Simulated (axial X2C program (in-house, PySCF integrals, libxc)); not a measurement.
CsP along the bond: BHandHLYP, 2c

Computed with an axial X2C code built on PySCF integrals. Two-component (2c) means X2C with spin–orbit coupling and atomic mean-field two-electron Coulomb and Gaunt terms. Basis: Cs dyall-cv3z [15s15p9d4f1g], P dyall-v3z [8s7p2d1f] (cores contracted in-house); Gaussian nuclei, density fitting, unrestricted open shells. Masses: Cs 132.905 u, P 30.974 u.

State: Ω = 1 (⟨Sz⟩ = 1.00, ⟨Lz⟩ = 0.00 at BHandHLYP). Dipoles are positive if P is the positive end.

```csv
R (Å),μ (D),HOMO (eV),LUMO (eV)
2.852,-8.598,-4.30,-0.75
2.983,-9.251,-4.28,-0.81
3.081,-9.710,-4.25,-0.86
3.180,-10.146,-4.21,-0.91
3.278,-10.562,-4.17,-0.96
3.393,-11.021,-4.11,-1.01
3.507,-11.455,-4.04,-1.07
3.655,-11.970,-3.94,-1.14
3.835,-12.513,-3.82,-1.23
4.098,-12.988,-3.63,-1.35
4.458,-12.405,-3.42,-1.43
4.917,-10.537,-3.29,-1.40
```

**Question.** The minimum lies at 3.313 Å. What is the dipole moment there, and its slope?

**Answer.** At BHandHLYP, 2c, with the sign and origin stated: μ = -10.71 D, dμ/dR = -4.05 D/Å.

One determinant describes the state; a PBE0 search over occupations chose it and may have missed a lower one. Density functionals use the spin component along the axis (collinear). PBE0 can misorder states that lie within some tenths of an eV, so this need not be the ground state of the molecule. The nearest other 2c determinant of the search, Ω = 2, lies 0.31 eV up at the distance of the search. With several unpaired electrons one determinant need not be a pure state. Open-shell Ω = 0 determinants with evenly filled partner blocks cannot be reached by this program, so the Ω shown need not be the lowest component. This is the Ω = 1 component of a π² triplet; the 0⁺ component is not one determinant and can lie lowest.
